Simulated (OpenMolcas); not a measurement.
Os5+ among 4 point charges of -1.6 e arranged as a tetrahedron (Td), 2.01 Å from the ion.

```json
{
  "Program": "OpenMolcas",
  "Method": "SS-CASPT2, IPEA 0.25 Eh, imaginary shift 0.1 Eh (closed shells correlated: 4f 5s 5p)",
  "Basis": "ANO-RCC-VDZP [7s6p4d2f1g]",
  "Scalar Hamiltonian": "DKH2, point nucleus",
  "Active space": "3 electrons in 5 orbitals (5d)",
  "State averaging": "2S+1 = 4 even, 10 roots; 2S+1 = 2 even, 40 roots",
  "Spin-orbit coupling": "state interaction with AMFI integrals over the reference wave functions"
}
```

**Question.** What is the spin-free ground state (labels of Td)?

**Answer.** 4T1, 3-fold in its orbital part, 99 % from free-ion F terms; it has the highest spin that d3 allows.

**Question.** Where is the first state of the same spin?

**Answer.** 4T2 at 2290 cm-1 above the ground state.

**Question.** What are the lowest two levels with spin-orbit coupling?

**Answer.** A 4-fold level Γ8, then a 2-fold level Γ7 6500 cm-1 above it. Their leading multiplicities are 4 (82 %) and 4 (95 %).

**Question.** What is χT at 300 K?

**Answer.** 0.12 cm3 K/mol.

Roots that are degenerate in the reference are averaged as groups; the widest CASPT2 spread within a group is 110 cm-1 (the 3-fold group of multiplicity 4 near 2290 cm-1 above the lowest state of its run). Shifts and gaps below about the spread of the groups concerned are not significant. Spin-orbit coupling mixes the spin-free states strongly: the lowest level takes only 47 % from its leading state, 4T1. Point charges give a weaker field than real ligands, and real ions of this kind are as a rule low spin; the high spin found here belongs to the model. Free-ion shares, where given, are those of the reference states; single-state CASPT2 does not remix them. This is an electrostatic model: the charges have no orbitals. No measured value stands beside these numbers.
